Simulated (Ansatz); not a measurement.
Ansatz (an electronic-structure program) input (B3LYP-D3(BJ)/def2-TZVP):

Ansatz 0.2 input:
```yaml
crystal:
  periodic: [false, false, false]
  atoms:
    - {symbol: Cl, position_ang: [-0.00000000, -0.00000000, -1.45740920]}
    - {symbol: Br, position_ang: [0.00000000, 0.00000000, 0.70788447]}
basis:
  gaussian:
    orbitals: def2-TZVP
hamiltonian:
  xc: b3lyp
  dispersion: d3bj
phonons: {temperatures: {t_min: 298.15, t_max: 298.15, t_step: 100}}
```

Output:

```
Functional definition: B3LYP
integrals: 0.02 GiB planned
676 factors; their error is unknown
mean field: 0.23 GiB planned
mean field evaluation 1: about -82569.4267 eV, gradient 1.1e1 eV
mean field evaluation 2: about -82569.3615 eV, gradient 1.2e1 eV
mean field evaluation 4: about -82569.6069 eV, gradient 6.2e-1 eV
mean field evaluation 8: about -82569.9856 eV, gradient 3.5e-1 eV
mean field evaluation 16: about -82569.9856 eV, gradient 4.7e-5 eV
mean field -82569.98563901 eV, -3034.3910042872 hartree, gradient 4.7e-5 eV, S^2 0.000000; 0 other end points of the search recorded, 0 dependent functions left out
the calculation of the forces begins
reference -82569.98582471 eV, -3034.3910111117 hartree; 26, 26 occupied and 59, 59 virtual orbitals, 676 factors
these checks for a lower state are left out or cut short: stability, starts, cluster_reference, orbital_swaps, neighbouring_geometries, increment
integrals: 0.02 GiB planned
676 factors; their error is unknown
mean field: 0.23 GiB planned
mean field -82569.98563902 eV, -3034.3910042874 hartree, gradient 1.6e-6 eV, S^2 0.000000; 0 other end points of the search recorded, 0 dependent functions left out
the calculation of the forces begins
reference -82569.98582472 eV, -3034.3910111119 hartree; 26, 26 occupied and 59, 59 virtual orbitals, 676 factors
these checks for a lower state are left out or cut short: stability, starts, cluster_reference, orbital_swaps, neighbouring_geometries, increment
integrals: 0.02 GiB planned
676 factors; their error is unknown
mean field: 0.23 GiB planned
mean field evaluation 32: about -82569.9856 eV, gradient 1.6e-6 eV
mean field -82569.98563902 eV, -3034.3910042874 hartree, gradient 1.6e-6 eV, S^2 0.000000; 0 other end points of the search recorded, 0 dependent functions left out
the calculation of the forces begins
reference -82569.98582472 eV, -3034.3910111119 hartree; 26, 26 occupied and 59, 59 virtual orbitals, 676 factors
these checks for a lower state are left out or cut short: stability, starts, cluster_reference, orbital_swaps, neighbouring_geometries, increment
integrals: 0.02 GiB planned
676 factors; their error is unknown
mean field: 0.23 GiB planned
mean field -82569.98563902 eV, -3034.3910042874 hartree, gradient 1.6e-6 eV, S^2 0.000000; 0 other end points of the search recorded, 0 dependent functions left out
the calculation of the forces begins
reference -82569.98582472 eV, -3034.3910111119 hartree; 26, 26 occupied and 59, 59 virtual orbitals, 676 factors
these checks for a lower state are left out or cut short: stability, starts, cluster_reference, orbital_swaps, neighbouring_geometries, increment
integrals: 0.02 GiB planned
676 factors; their error is unknown
mean field: 0.23 GiB planned
mean field -82569.98563902 eV, -3034.3910042874 hartree, gradient 1.6e-6 eV, S^2 0.000000; 0 other end points of the search recorded, 0 dependent functions left out
the calculation of the forces begins
reference -82569.98582472 eV, -3034.3910111119 hartree; 26, 26 occupied and 59, 59 virtual orbitals, 676 factors
these checks for a lower state are left out or cut short: stability, starts, cluster_reference, orbital_swaps, neighbouring_geometries, increment
integrals: 0.02 GiB planned
676 factors; their error is unknown
mean field: 0.23 GiB planned
mean field -82569.98557850 eV, -3034.3910020634 hartree, gradient 1.6e-6 eV, S^2 0.000000; 0 other end points of the search recorded, 0 dependent functions left out
the calculation of the forces begins
reference -82569.98576417 eV, -3034.3910088866 hartree; 26, 26 occupied and 59, 59 virtual orbitals, 676 factors
these checks for a lower state are left out or cut short: stability, starts, cluster_reference, orbital_swaps, neighbouring_geometries, increment
integrals: 0.02 GiB planned
676 factors; their error is unknown
mean field: 0.23 GiB planned
mean field evaluation 64: about -82569.9856 eV, gradient 1.6e-6 eV
mean field -82569.98559623 eV, -3034.3910027151 hartree, gradient 1.6e-6 eV, S^2 0.000000; 0 other end points of the search recorded, 0 dependent functions left out
the calculation of the forces begins
reference -82569.98578197 eV, -3034.3910095409 hartree; 26, 26 occupied and 59, 59 virtual orbitals, 676 factors
these checks for a lower state are left out or cut short: stability, starts, cluster_reference, orbital_swaps, neighbouring_geometries, increment
integrals: 0.02 GiB planned
676 factors; their error is unknown
mean field: 0.23 GiB planned
mean field -82569.98563902 eV, -3034.3910042874 hartree, gradient 1.6e-6 eV, S^2 0.000000; 0 other end points of the search recorded, 0 dependent functions left out
the calculation of the forces begins
reference -82569.98582472 eV, -3034.3910111119 hartree; 26, 26 occupied and 59, 59 virtual orbitals, 676 factors
these checks for a lower state are left out or cut short: stability, starts, cluster_reference, orbital_swaps, neighbouring_geometries, increment
integrals: 0.02 GiB planned
676 factors; their error is unknown
mean field: 0.23 GiB planned
mean field -82569.98563902 eV, -3034.3910042874 hartree, gradient 1.6e-6 eV, S^2 0.000000; 0 other end points of the search recorded, 0 dependent functions left out
the calculation of the forces begins
reference -82569.98582472 eV, -3034.3910111119 hartree; 26, 26 occupied and 59, 59 virtual orbitals, 676 factors
these checks for a lower state are left out or cut short: stability, starts, cluster_reference, orbital_swaps, neighbouring_geometries, increment
integrals: 0.02 GiB planned
676 factors; their error is unknown
mean field: 0.23 GiB planned
mean field -82569.98563902 eV, -3034.3910042874 hartree, gradient 1.6e-6 eV, S^2 0.000000; 0 other end points of the search recorded, 0 dependent functions left out
the calculation of the forces begins
reference -82569.98582472 eV, -3034.3910111119 hartree; 26, 26 occupied and 59, 59 virtual orbitals, 676 factors
these checks for a lower state are left out or cut short: stability, starts, cluster_reference, orbital_swaps, neighbouring_geometries, increment
integrals: 0.02 GiB planned
676 factors; their error is unknown
mean field: 0.23 GiB planned
mean field evaluation 96: about -82569.9856 eV, gradient 1.6e-6 eV
mean field -82569.98563902 eV, -3034.3910042874 hartree, gradient 1.6e-6 eV, S^2 0.000000; 0 other end points of the search recorded, 0 dependent functions left out
the calculation of the forces begins
reference -82569.98582472 eV, -3034.3910111119 hartree; 26, 26 occupied and 59, 59 virtual orbitals, 676 factors
these checks for a lower state are left out or cut short: stability, starts, cluster_reference, orbital_swaps, neighbouring_geometries, increment
integrals: 0.02 GiB planned
676 factors; their error is unknown
mean field: 0.23 GiB planned
mean field -82569.98559623 eV, -3034.3910027151 hartree, gradient 1.6e-6 eV, S^2 0.000000; 0 other end points of the search recorded, 0 dependent functions left out
the calculation of the forces begins
reference -82569.98578197 eV, -3034.3910095409 hartree; 26, 26 occupied and 59, 59 virtual orbitals, 676 factors
these checks for a lower state are left out or cut short: stability, starts, cluster_reference, orbital_swaps, neighbouring_geometries, increment
integrals: 0.02 GiB planned
676 factors; their error is unknown
mean field: 0.23 GiB planned
mean field -82569.98557850 eV, -3034.3910020634 hartree, gradient 1.6e-6 eV, S^2 0.000000; 0 other end points of the search recorded, 0 dependent functions left out
the calculation of the forces begins
reference -82569.98576417 eV, -3034.3910088866 hartree; 26, 26 occupied and 59, 59 virtual orbitals, 676 factors
Total energy: -82570.05118953 eV, -3034.3934132244 hartree
Atom 0 at    -0.000000    -0.000000    -1.457409 Å, force     0.000000     0.000000    -0.000010 eV/Å
Atom 1 at     0.000000     0.000000     0.707884 Å, force     0.000000    -0.000000     0.000010 eV/Å
Dipole moment:     0.000000    -0.000000     0.100011 e Å
Vibrations: 427.92 cm⁻¹, zero-point energy 0.026528 eV
```
